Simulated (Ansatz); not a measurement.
A structure relaxed at B3LYP-D4/def2-SVPD in Ansatz, charge -1, singlet:

```csv
atom,x (Å),y (Å),z (Å)
Cu1,-1.729,1.237,-1.121
Na2,0.446,2.429,0.145
Na3,2.638,-0.026,-0.565
Na4,-0.126,-0.658,-2.390
Na5,0.202,-2.681,0.284
Na6,-2.188,-0.430,1.062
Na7,0.757,0.130,2.585
```

Give its formula.

the cluster Na₆Cu⁻.

Summarise the bond lengths by kind (pairs closer than 1.2 times the sum of covalent radii, bridged metal pairs left out).

9 × Na–Na 3.36 to 3.70 Å; 3 × Cu–Na 2.78 to 2.79 Å. The metal has 3 neighbours: Na 2.78 Å, Na 2.79 Å, Na 2.78 Å.

The restricted singlet is unstable towards broken spin symmetry in Hartree–Fock (as tested in another run); at B3LYP-D4/def2-SVPD this wasn't settled. The relaxation made no stability test and no search for a lower SCF solution. No other spin state of charge -1 was run. Another isomer (singlet) lies 0.11 eV lower at PBE0-D4/def2-TZVPD; other spin states weren't run for this one.
